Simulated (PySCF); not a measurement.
A run for PySCF: R-B3LYP/6-31G* on CH5AlO2 (SMILES [CH3][Al]([OH])[OH]), a point of a torsion scan.

```python
from pyscf import gto, scf, dft, mp
from pyscf.data.elements import chemcore

mol = gto.M(
    atom='''
    C    -1.40876671   -0.05956059    0.21261924
    Al    0.48961286   -0.07828026   -0.39388723
    O     1.60541695   -0.87184722    0.52116238
    O     0.84233549    0.71095609   -1.79569236
    H    -1.53821022   -0.60572032    1.14346664
    H    -2.05938310   -0.50476198   -0.53754501
    H    -1.75773057    0.96004834    0.36365746
    H     2.25372157   -1.32544322    1.03721656
    H     1.07985514    1.15350364   -2.59580810
    ''',
    basis='6-31g*',
    cart=True,
    charge=0, spin=0, verbose=3, max_memory=1800)
mf = dft.RKS(mol, xc='b3lyp')
mf.conv_tol = 1e-8
mf.max_cycle = 100
mf.kernel()
if not mf.converged:
    mf = mf.newton().run(mf.mo_coeff, mf.mo_occ)
```

Task: What total energy does the run end on?

Result: -434.0864 hartree.
